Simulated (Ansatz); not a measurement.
Task: Name a neutral molecule of C, Cl, Ge, O, S and H with HOMO–LUMO gap (PBE/def2-TZVPP) between 4.65 and 4.95 eV and size of the dipole moment (ωB97M-V/def2-TZVPP) between 2.20 and 2.50 D (Ansatz, PBE0-D4/def2-TZVP geometry).

Result: `C[O][GeH]([Cl])[S]C` (4.84 eV, 2.42 D). Other molecules can fit too; these were computed, each in one conformer that needn't be the lowest.
